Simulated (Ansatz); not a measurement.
CH7NOSSi, SMILES `NC(S)O[SiH3]`, relaxed with RKS PBE-D4/def2-SVP in Ansatz 0.2.0 from a rough embedded geometry. The force threshold is 0.03 eV/Å; the program also tests the step.

Total charge 0; spin multiplicity 1.

Start:

```xyz
12

N    -1.066   -0.545    1.314
C     0.186   -0.271    0.676
S     1.354   -1.553    1.183
O    -0.001   -0.366   -0.772
Si   -0.248    1.105   -1.551
H    -1.383   -1.425    1.001
H    -0.786   -0.775    2.318
H     0.648    0.658    0.979
H     2.250   -1.315    0.233
H    -1.520    1.739   -1.110
H    -0.333    0.795   -2.988
H     0.899    1.955   -1.284
```

```
         step  energy (eV)  largest force (eV/Å)  largest move (Å)
            1  -23377.5958                 2.661             0.000
            2  -23377.9233                 1.082             0.184
            3  -23377.9869                 0.559             0.080
            4  -23378.0056                 0.354             0.096
            5  -23378.0209                 0.555             0.173
            6  -23378.0331                 0.137             0.071
            7  -23378.0420                 0.219             0.169
            8  -23378.0517                 0.272             0.130
            9  -23378.0652                 0.279             0.195
           10  -23378.0768                 0.387             0.195
           11  -23378.1046                 0.222             0.200
12 (rejected)  -23378.1006                 0.431             0.200
           13  -23378.1154                 0.100             0.100
           14  -23378.1221                 0.061             0.099
           15  -23378.1246                 0.105             0.130
           16  -23378.1264                 0.067             0.011
           17  -23378.1278                 0.068             0.046
           18  -23378.1286                 0.034             0.040
           19  -23378.1289                 0.025             0.059
```

End:

```xyz
12

N    -0.767   -0.067    1.145
C     0.556   -0.338    0.650
S     1.030   -2.121    0.961
O     0.644   -0.077   -0.724
Si   -0.453    1.031   -1.419
H    -1.409   -0.853    0.978
H    -0.782    0.176    2.140
H     1.277    0.303    1.207
H     2.106   -2.117    0.126
H    -1.859    0.508   -1.530
H     0.102    1.188   -2.805
H    -0.448    2.368   -0.728
```

Run time 51 s (4 threads of an Arm Neoverse N1 on a shared host); peak host memory 0.19 GiB.
